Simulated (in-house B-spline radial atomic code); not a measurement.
## Response and correlation of La3+

Closed shell [Kr] 4d10 5s2 5p6. Computed with an all-electron radial atomic-structure program (B-spline basis): Dirac-Hartree-Fock, relativistic RPA (time-dependent Dirac-Hartree-Fock) for the response and second-order many-body perturbation theory for correlation, no-pair Dirac-Coulomb Hamiltonian, finite nucleus.

```json
{"multipole (bohr³, bohr⁵, bohr⁷)": "dipole", "uncoupled": "8.6827", "coupled RPA": "7.6727"}
{"multipole (bohr³, bohr⁵, bohr⁷)": "quadrupole", "uncoupled": "23.415", "coupled RPA": "?"}
{"multipole (bohr³, bohr⁵, bohr⁷)": "octupole", "uncoupled": "148.88", "coupled RPA": "197.7"}
```

(1) What is the coupled quadrupole polarisability?

(2) Which subshells carry the dipole polarisability?

(3) What does the dipole shielding factor come to?

Dipole polarisability at imaginary frequency:

```tsv
u (Eh)	α(iu) (bohr³)
0	7.673
0.4	6.676
1.2	3.455
2.4	1.521
4	0.7601
8	0.2707
16	0.08818
40	0.01956
```

(4) What dispersion coefficients follow for two such ions (the dispersion part alone)?

Lowest J = 1 odd-parity excitations:

```tsv
energy (eV)	oscillator strength	leading channel	weight
19.24	0.00595	5p3/2 → d3/2	0.712
22.688	0.357	5p1/2 → d3/2	0.382
24.93	0.4	5p3/2 → s1/2	0.98
26.919	5.2	5p1/2 → d3/2	0.596
27.525	0.228	5p1/2 → s1/2	0.981
35.081	0.00744	5p3/2 → d3/2	0.762
35.93	0.312	5p3/2 → d5/2	0.744
36.07	0.112	5p3/2 → s1/2	0.993
```

Second-order correlation energy by the highest angular momentum of the excited pair (hartree): s -0.02613, p -0.24, d -0.781, f -1.361, g -0.4327, h -0.1879, i -0.08564, k -0.04366.

(5) What is the second-order correlation energy at the partial-wave limit?

Results:

(1) 27.849 atomic units, +19 % against the uncoupled value.

(2) 5p3/2 70.3 %, 5p1/2 27.4 %, 4d5/2 1.0 %.

(3) The dipole shielding factor is 0.948, against the exact N/Z = 54/57 = 0.947 of the non-relativistic theorem.

(4) C6 = (3/π)∫α(iu)²du = 49.15 hartree·bohr⁶ and C8 = 956.2 hartree·bohr⁸.

(5) The listed waves sum to -3.1578 hartree; extrapolating the increments as (l + 1/2)⁻⁴ gives -3.2471 hartree, -1.64 eV per electron.
